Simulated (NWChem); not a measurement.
# fluoroethane (C2H5F); SMILES CCF

All runs: NWChem. Structure relaxed at the PBE0/def2-SVP level. Level: PBE0/def2-SVP with SMD (1 M gas to 1 M solution), gas-phase geometry.

Task: Predict the results for solvent n-hexane. Quantities: solvation free energy (kcal/mol); cavity-dispersion-structure term (kcal/mol); dipole in solution (D).

Result: The solvation free energy (kcal/mol) is -2.1 and the cavity-dispersion-structure term (kcal/mol) comes out as -0.8. The dipole in solution (D) is 1.94.
